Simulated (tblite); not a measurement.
Computed values, GFN2-xTB/tblite, gas phase, harmonic and unscaled. Against measured fundamentals such values can be off by several per cent, at times by over 20. One conformer each. Open shells enter through the occupations alone, without spin polarisation, and single modes of such species can be off by tens of per cent. Thermal functions are those of the rigid rotor and harmonic oscillator, without mixing of conformers.

**Question.** Order these by their zero-point energy, highest first (kJ/mol).
A. `C=C(C)[P-]N(C)C`
B. `[O+]#CCc1ccncc1`
C. `C[C@@H](CF)C[C@@H](F)CF`
D. `CC[CH]/C=C\C(F)F` [radical]
E. `O=S1(=O)C=CC[C@H]1C1CC1`

**Answer.** C (427.0), E (412.5), A (386.8), D (350.8), B (287.6).

```json
{"SMILES": "C[C@@H](CF)C[C@@H](F)CF", "atoms": "20", "mass (u)": "140.08", "symmetry number": "1", "modes under 300 cm⁻¹": "8", "ZPE (kJ/mol)": "427.0", "S translation (J/(mol K))": "170.5", "S rotation": "124.6", "S vibration": "135.7", "S spin": "0.0", "S": "430.8", "Cp": "159.8"}
{"SMILES": "O=S1(=O)C=CC[C@H]1C1CC1", "atoms": "20", "mass (u)": "158.04", "symmetry number": "1", "modes under 300 cm⁻¹": "6", "ZPE (kJ/mol)": "412.5", "S translation (J/(mol K))": "172.0", "S rotation": "124.3", "S vibration": "117.4", "S spin": "0.0", "S": "413.7", "Cp": "163.5"}
{"SMILES": "C=C(C)[P-]N(C)C", "atoms": "18", "mass (u)": "116.06", "symmetry number": "1", "modes under 300 cm⁻¹": "7", "ZPE (kJ/mol)": "386.8", "S translation (J/(mol K))": "168.1", "S rotation": "118.4", "S vibration": "132.8", "S spin": "0.0", "S": "419.4", "Cp": "152.7"}
{"SMILES": "CC[CH]/C=C\\C(F)F", "atoms": "17", "mass (u)": "119.07", "symmetry number": "1", "modes under 300 cm⁻¹": "7", "ZPE (kJ/mol)": "350.8", "S translation (J/(mol K))": "168.5", "S rotation": "121.0", "S vibration": "114.6", "S spin": "5.8", "S": "409.8", "Cp": "143.9"}
{"SMILES": "[O+]#CCc1ccncc1", "atoms": "15", "mass (u)": "120.04", "symmetry number": "1", "modes under 300 cm⁻¹": "3", "ZPE (kJ/mol)": "287.6", "S translation (J/(mol K))": "168.6", "S rotation": "120.4", "S vibration": "84.1", "S spin": "0.0", "S": "373.1", "Cp": "129.2"}
```

Entropies and Cp are for 298.15 K and 1 bar.
